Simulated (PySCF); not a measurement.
CH7FN2Si, SMILES CN[Si@H](N)F. Coordinates come from a r2SCAN-D4/def2-SVP optimisation. The structure was generated by enumeration; whether it is a known compound was not checked. One conformer was computed; it need not be the lowest.

The numbers are results of r2SCAN-D4/def2-SVP (PySCF 2.14.0), not measurements.

Harmonic wavenumbers (cm⁻¹): 97, 149, 194, 228, 288, 336, 364, 412, 511, 757, 773, 810, 867, 914, 956, 1091, 1142, 1162, 1399, 1445, 1466, 1503, 1534, 2234, 2992, 3062, 3118, 3590, 3592, 3695. Rotational constants (GHz): 6.373, 2.625, 2.048; symmetry number 1.

Q: Work out the zero-point energy and the ideal-gas rigid-rotor harmonic-oscillator thermochemistry at 298.15 K and 1 atm.

A: ZPE = ½ Σ hcν = ½ × 40682 cm⁻¹ = 58.16 kcal/mol. H − E(el) = 63.45 kcal/mol. Entropy in cal/(mol K): translation 39.54, rotation 26.64, vibration 16.96, total 83.14. G − E(el) = 38.66 kcal/mol. Cp = 27.67 cal/(mol K). Modes under 150 cm⁻¹ make the vibrational entropy uncertain.
